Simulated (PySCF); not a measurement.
## Gd⁺ (gadolinium, charge +1) across methods

[Xe] 4f8 5d1, one real determinant (an excited configuration). Computed with PySCF 2.14 in ANO-RCC-VTZP, with scalar relativity by spin-free X2C-1e.

```csv
method,E (hartree),mean ε 4f α (eV),mean ε 5d α (eV),mean ε 4f β (eV),Σ⟨r²⟩ (bohr²),⟨S²⟩
PBE,-11269.93,-8.791,-6.689,-4.678,50.68,15.754
LDA,-11261.74,-9.062,-6.712,-4.668,50.68,15.754
UHF,-11265.94293,-18.798,-9.449,-11.583,49.95,15.760
r2SCAN,-11270.17,-8.803,-6.837,-4.322,50.23,15.756
```

Question: Estimate the same row for PBE0.

Answer: E (hartree) = -11269.82; mean ε 4f α (eV) = -11.368; mean ε 5d α (eV) = -7.510; mean ε 4f β (eV) = -6.567; Σ⟨r²⟩ (bohr²) = 50.23; ⟨S²⟩ = 15.755.

⟨L²⟩ = 18.02 against 30 for a pure H term, so this real determinant mixes terms. Spin-orbit coupling, absent here, splits the open shell strongly.
